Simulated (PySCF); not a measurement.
## Basis and Hamiltonian dependence of the excitation energy of Bi

Bi [Xe] 4f14 5d10 6s2 6p3 (4S) → Bi [Xe] 4f14 5d10 6s2 6p2 7s1, s spin flipped. Calculated with PySCF 2.14 from differences of total energies of unrestricted determinants, without spin-orbit coupling. Values in eV.

| basis | Hamiltonian | functions | UHF | PBE | PBE0 | MP2 (valence) |
| --- | --- | --- | --- | --- | --- | --- |
| aug-cc-pwCVDZ-PP with ECP60MDF | ECP | 48 | 5.618 | 5.362 | 5.512 | 5.625 |
| aug-cc-pVTZ-PP with ECP60MDF | ECP | 55 | 5.501 | 5.302 | 5.452 | 5.587 |
| aug-cc-pVTZ-PP with one added diffuse shell each of d, f type with ECP60MDF | ECP | 67 | 5.497 | 5.298 | 5.448 | 5.584 |
| aug-cc-pVQZ-PP with ECP60MDF | ECP | 92 | 5.388 | 5.255 | 5.397 | 5.518 |
| aug-cc-pVQZ-DK3 | spin-free X2C | 118 | 5.430 | n/a | n/a | 5.550 |
| aug-cc-pwCVTZ-DK3 | spin-free X2C | 125 | 5.519 | 5.316 | 5.467 | 5.603 |
| aug-cc-pV5Z-PP with ECP60MDF | ECP | 139 | 5.354 | 5.243 | 5.384 | 5.502 |

Estimate the row for def2-QZVPPD with the def2 core potential (60 electrons) (ECP, 88 functions).

From the rows with the same Hamiltonian and similar size; the calculation gives UHF 5.42; PBE 5.27; PBE0 5.42; MP2 (valence) 5.55 (eV).

Frozen in the all-electron rows: valence: [Xe] 4f14 5d10; with a core potential, the same shells as far as they lie outside it.

In the upper determinant the s electron has its spin opposite to the other open shell, which mixes two multiplicities. Spin-orbit coupling is strong in these open shells (close to jj coupling), so the scalar numbers refer to model states.
